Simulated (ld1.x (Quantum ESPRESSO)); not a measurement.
## titanium: excitation energies, all-electron against TM semilocal

- Element: titanium (Ti)
- Generator: ld1.x (Quantum ESPRESSO) 7.5
- Type: norm-conserving Troullier–Martins (semilocal form)
- Functional: PBE
- Relativity: scalar-relativistic
- Frozen core: [Ne]
- Valence charge: 12
- Reference configuration: 3s2 3p6 3d2.5 4s1.5 4p0
- Partial waves: 3p (bound): rc 1.30 bohr; 3d (bound): rc 2.25 bohr; 3s (bound): rc 1.70 bohr
- Local potential: the s channel
- Core correction: none

Occupied shells without a wave of their own: 4s. They enter only through the test configuration that unscreens the potential.

Energies are relative to the spin-unpolarised reference configuration 3s2 3p6 3d2.5 4s1.5 4p0; without spin polarisation the order of configurations can differ from experiment.

| valence configuration | charge | ΔE all-electron (eV) | error AE − PS (meV) |
| --- | --- | --- | --- |
| 3s2 3p6 3d2 4s2 4p0 | 0 | -0.353 | +391 |
| 3s2 3p6 3d2 4s0 4p0 | +2 | 20.566 | -2029 |
| 3s2 3p6 3d3 4s0 4p0 | +1 | 7.042 | -1180 |
| 3s2 3p5 3d2 4s2 4p0 | +1 | 45.204 | +758 |
| 3s2 3p6 3d2 4s1 4p1 | 0 | 2.723 | -389 |

Task: What are ΔE and the potential's error for 3s1 3p6 3d2 4s2 4p0?

Result: ΔE = 69.302 eV all-electron; the error (AE − PS) is +623 meV.

Task: What are ΔE and the potential's error for 3s2 3p6 3d2 4s1 4p0?

Result: ΔE = 6.994 eV all-electron; the error (AE − PS) is -507 meV.

Levels in the configuration 3s2 3p6 3d2 4s1 4p1:

```tsv
level	all-electron (eV)	pseudo (eV)
3s	-63.971	-64.202
3p	-40.197	-40.431
3d	-5.486	-5.656
4s	-5.224	-6.181
4p	-2.075	-2.179
```

The 4s level has no wave, so the channel is fitted at the deeper level alone: the likely source of the large errors.

The potential misses its own reference levels by up to 0.7 eV.
